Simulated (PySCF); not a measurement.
Job file and geometry (Å, from GFN2-xTB) of an NMR shielding run on `InChI=1S/C2H12OS2Si3/c1-5(3)2-4-7-8-6/h2,7-8H2,1,6H3/t5-/m0/s1`, GIAO PBE0/pcSseg-1 NMR shielding, non-relativistic, gas phase in PySCF; density fitting, a coarse starting grid and PySCF grid level 2 are the driver's defaults:

```
$ OMP_NUM_THREADS=1 python probes_run.py task.json out

{"job": {"kind": "nmr", "xc": "PBE0", "basis": "pcSseg-1"}, "charge": 0, "multiplicity": 1}
C      2.855981     0.946194     0.225682
S      1.586066     0.334224    -0.960963
O      0.293933     0.541684    -0.276597
C      1.923398    -1.465635    -0.684203
S      0.517094    -2.416721    -1.274552
Si    -1.035565    -1.732523     0.123544
Si    -2.354495    -0.016393    -0.685399
Si    -2.517959     1.877068     0.627615
H      2.780803     2.028149     0.260232
H      2.660988     0.533765     1.209540
H      3.834734     0.651484    -0.135084
H      2.082276    -1.642327     0.377199
H      2.797127    -1.741384    -1.267759
H     -0.262527    -1.567071     1.357366
H     -1.690490    -3.033591     0.301210
H     -3.706046    -0.608285    -0.824085
H     -1.989130     0.303607    -2.075970
H     -3.210103     2.975174    -0.058434
H     -3.315519     1.605416     1.832187
H     -1.255714     2.437843     1.104836
```

Q: What does the program print?

A: 
```
coarse grid: 18824 points
cycle   1  E = -1822.3681485732  dE =  7.676e-01  |g| = 8.436e-01  |ddm| = 4.158e+00
cycle   2  E = -1821.8002443638  dE =  5.679e-01  |g| = 1.868e+00  |ddm| = 2.950e+00
cycle   3  E = -1822.4982995318  dE = -6.981e-01  |g| = 1.971e-01  |ddm| = 2.413e+00
cycle   4  E = -1822.5064247437  dE = -8.125e-03  |g| = 9.168e-02  |ddm| = 3.440e-01
cycle   5  E = -1822.5086629674  dE = -2.238e-03  |g| = 1.288e-02  |ddm| = 1.221e-01
cycle   6  E = -1822.5087023950  dE = -3.943e-05  |g| = 4.955e-03  |ddm| = 2.235e-02
cycle   7  E = -1822.5087086882  dE = -6.293e-06  |g| = 1.303e-03  |ddm| = 7.063e-03
final grid: 157360 points
cycle   8  E = -1822.5687364771  dE = -2.177e-05  |g| = 1.076e-02  |ddm| = 2.925e-02
cycle   9  E = -1822.5686931753  dE =  4.330e-05  |g| = 1.785e-02  |ddm| = 2.578e-02
cycle  10  E = -1822.5687593443  dE = -6.617e-05  |g| = 2.703e-03  |ddm| = 1.836e-02
cycle  11  E = -1822.5687608281  dE = -1.484e-06  |g| = 3.198e-04  |ddm| = 2.736e-03
cycle  12  E = -1822.5687608553  dE = -2.721e-08  |g| = 7.931e-05  |ddm| = 5.179e-04
cycle  13  E = -1822.5687608569  dE = -1.596e-09  |g| = 2.338e-05  |ddm| = 1.397e-04
cycle  14  E = -1822.5687608571  dE = -1.528e-10  |g| = 7.157e-06  |ddm| = 3.686e-05
converged SCF energy = -1822.5687608571

GIAO shielding tensors (ppm)
atom      isotropic    diamagn.    paramagn.     s11        s22        s33       span
  0 C      141.735     255.239    -113.504    112.418    126.946    185.840     73.422
  1 S      189.786    1055.503    -865.717      8.173    113.211    447.973    439.800
  2 O      265.629     404.012    -138.383     68.616    281.842    446.430    377.814
  3 C      119.442     259.835    -140.393     78.744    127.444    152.137     73.393
  4 S      652.098    1057.814    -405.716    542.851    605.354    808.089    265.238
  5 Si     388.141     878.348    -490.207    322.525    398.550    443.348    120.823
  6 Si     463.868     879.929    -416.061    430.459    468.087    493.057     62.598
  7 Si     457.292     879.826    -422.534    420.632    468.299    482.944     62.312
  8 H       28.898      30.155      -1.258     25.520     26.610     34.562      9.042
  9 H       29.261      32.230      -2.969     26.470     28.279     33.032      6.563
 10 H       29.806      29.323       0.483     25.765     27.264     36.391     10.626
 11 H       27.942      33.569      -5.628     22.098     27.992     33.735     11.637
 12 H       27.935      31.625      -3.690     22.665     27.598     33.540     10.875
 13 H       26.880      30.688      -3.809     24.488     25.244     30.907      6.419
 14 H       26.663      28.882      -2.219     21.296     25.512     33.181     11.886
 15 H       28.245      28.802      -0.558     24.256     25.802     34.676     10.420
 16 H       28.157      29.690      -1.533     24.688     27.454     32.330      7.642
 17 H       28.112      28.393      -0.281     24.737     25.386     34.212      9.475
 18 H       28.246      28.681      -0.436     24.987     25.707     34.042      9.055
 19 H       28.228      29.963      -1.735     23.499     28.565     32.620      9.122
```

Q: Turn these shieldings into chemical shifts. Referencing at the same level of theory: TMS for 13C (σref 186.93), 29Si (σref 349.16), 1H (σref 31.72); CS2 for 33S (σref 503.73); 17O (σref 336.08) against H2O.

A: Averaging equivalent atoms: C 3: 67.5; C 0: 45.2; S 1: 314; S 4: -148; O 2: 70.4; Si 5: -39.0; Si 7: -108.1; Si 6: -114.7; H 14: 5.05; H 13: 4.84; H 12: 3.78; H 11: 3.78; H 16: 3.56; H 17/18/19: 3.52; H 15: 3.47; H 8/9/10: 2.40 ppm. Experimental scales use liquid or dissolved standards, which lie at an offset from isolated H2O (liquid H2O: subtract about 36 ppm).

Size and cost of the density-fitted run: 231 basis functions, 96 s wall time on 1 thread of an Arm Neoverse N1, shared host; peak memory 1.1 GiB.
